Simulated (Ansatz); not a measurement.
Geometry optimisation, RKS PBE-D4/6-31G* in Ansatz.

The input (input.yaml):

```yaml
crystal:
  periodic: [false, false, false]
  atoms:
    - { symbol: B, position_ang: [0.384876, 0.381786, -0.196252] }
    - { symbol: O, position_ang: [-0.568042, -0.106823, 2.179676] }
    - { symbol: H, position_ang: [-1.463861, -0.191184, 1.79775] }
    - { symbol: H, position_ang: [1.317121, -0.350556, -0.009512] }
    - { symbol: H, position_ang: [-0.630795, 0.042976, -0.752096] }
    - { symbol: "N", position_ang: [0.514084, 1.833346, 0.117737] }
    - { symbol: H, position_ang: [1.424266, 2.137068, 0.472839] }
    - { symbol: Si, position_ang: [-0.619787, 3.090903, -0.396664] }
    - { symbol: H, position_ang: [-1.483064, 2.524209, -1.482115] }
    - { symbol: H, position_ang: [-1.505176, 3.562308, 0.724803] }
    - { symbol: H, position_ang: [0.149669, 4.28219, -0.890257] }
    - { symbol: H, position_ang: [-0.33869, 0.834877, 1.958492] }
basis:
  gaussian: { orbitals: "6-31G*" }
hamiltonian:
  xc: pbe
  dispersion: d4
relax:
  f_tol: 0.03
  max_steps: 50
```

Launched with:

```bash
$ ansatz run input.yaml --threads 1 --pin off --max-ram 2048MiB --backend cpu --events-out ev --progress --plain --runs-dir out
```

Where does it end, and by what steps?

The run converged. The force dipped under the threshold on the way, but the program's further checks kept it going. After 31 steps the energy has fallen by 0.113 eV; H9 moved furthest, 1.17 Å.

```csv
step,energy less start (eV),largest force component (eV/Å),accepted
0,0.0000,1.685,yes
2,-0.0577,0.944,yes
4,-0.0843,0.452,yes
6,-0.0925,0.207,yes
8,-0.0954,0.049,yes
10,-0.0953,0.079,no
12,-0.0964,0.026,yes
14,-0.0972,0.046,yes
16,-0.0984,0.069,yes
18,-0.1005,0.070,yes
20,-0.1028,0.089,yes
22,-0.1054,0.060,yes
24,-0.1074,0.057,yes
26,-0.1100,0.039,yes
28,-0.1125,0.092,yes
30,-0.1131,0.055,yes
31,-0.1133,0.014,yes
```

```xyz
12
Properties=species:S:1:pos:R:3
B 0.437 0.481 0.058
O -0.564 -0.277 1.559
H -1.432 -0.475 1.147
H 1.464 -0.138 0.206
H -0.339 0.149 -0.817
N 0.432 1.903 0.427
H 1.269 2.252 0.899
Si -0.601 3.104 -0.320
H -1.988 2.540 -0.422
H -0.640 4.331 0.549
H -0.181 3.544 -1.697
H -0.678 0.628 1.934
```

Whether the end is a true minimum wasn't checked by a vibrational analysis.

Run time: 44 s on 1 thread of AMD EPYC 9R45 96-Core Processor (Zen 5) (shared host), peak memory 0.17 GiB.
